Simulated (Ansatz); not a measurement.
Al15P15H34⁻, a nanocrystal cut from wurtzite AlP (hydrogen-capped). Total charge -1; doublet. Geometry PBE-D4/def2-SVP, that of the neutral singlet.

```xyz
64

Al   -1.195    3.817   -3.112
P     0.016    1.943   -4.101
P    -0.410    3.817   -0.890
Al    1.612    2.530   -0.560
Al    1.032    4.774    2.661
P     2.227    2.874    1.699
Al   -0.004   -0.098   -2.831
P     1.291   -1.771   -3.973
P     0.833    0.261   -0.712
Al    2.837   -1.036   -0.438
Al    2.263    0.883    3.059
P     3.486   -0.791    1.825
Al    1.466   -3.928   -2.846
P     2.039   -3.310   -0.646
Al    3.689   -2.960    2.926
P    -3.366    2.746   -2.948
Al   -2.167    3.516    0.751
P    -1.138    3.703    2.865
Al   -3.710    0.702   -1.667
P    -2.242   -0.865   -2.774
P    -2.643    1.164    0.396
Al   -0.779   -0.235    0.963
Al   -1.510    1.668    4.167
P     0.021    0.114    3.105
Al   -2.462   -2.932   -1.542
P    -0.908   -4.408   -2.702
P    -1.379   -2.514    0.522
Al    0.433   -4.051    1.011
Al   -0.256   -1.984    4.292
P     1.315   -3.437    3.110
H    -1.185    5.098   -4.060
H     1.379    2.329   -4.288
H    -0.359    1.703   -5.461
H    -0.004    5.181   -0.711
H     2.655    2.835   -1.743
H     0.934    5.912    1.518
H     1.634    5.108    4.108
H     3.592    3.298    1.585
H     2.608   -1.249   -4.165
H     0.878   -1.896   -5.338
H     3.873   -0.708   -1.622
H     2.932    1.161    4.481
H     4.826   -0.292    1.708
H     2.280   -4.989   -3.714
H     3.192   -4.124   -0.392
H     4.335   -3.986    1.858
H     4.339   -2.765    4.379
H    -3.953    2.612   -4.247
H    -4.245    3.738   -2.409
H    -3.448    4.394    0.339
H    -1.975    4.702    3.466
H    -5.237    0.245   -1.716
H    -2.713   -1.073   -4.112
H    -3.644    0.863    1.375
H    -1.056    1.940    5.681
H    -3.012    1.185    3.812
H    -3.946   -3.514   -1.587
H    -1.426   -4.742   -3.995
H    -1.004   -5.695   -2.086
H    -2.375   -2.832    1.502
H    -0.030   -5.554    0.681
H     0.238   -1.826    5.810
H    -1.729   -2.548    3.940
H     1.255   -4.700    3.789
```

Single mean-field runs in def2-SVP are fitted with def2-universal-jkfit.

Estimate the α-spin orbital energies around the gap (eV) in Ansatz with PBE-D4/def2-SVP, PBE0-D4/def2-SVP.


```
orbital  PBE-D4/def2-SVP  PBE0-D4/def2-SVP
 HOMO−5            -3.76             -4.84
 HOMO−4            -3.71             -4.74
 HOMO−3            -3.58             -4.66
 HOMO−2            -3.47             -4.49
 HOMO−1            -3.39             -4.37
   HOMO            -0.11             -0.37
   LUMO            -0.02              0.68
 LUMO+1             0.06              0.68
 LUMO+2             0.24              0.92
 LUMO+3             0.32              1.01
 LUMO+4             0.33              1.08
 LUMO+5             0.48              1.17
 β HOMO            -3.38             -4.36
 β LUMO             0.04              0.75
```
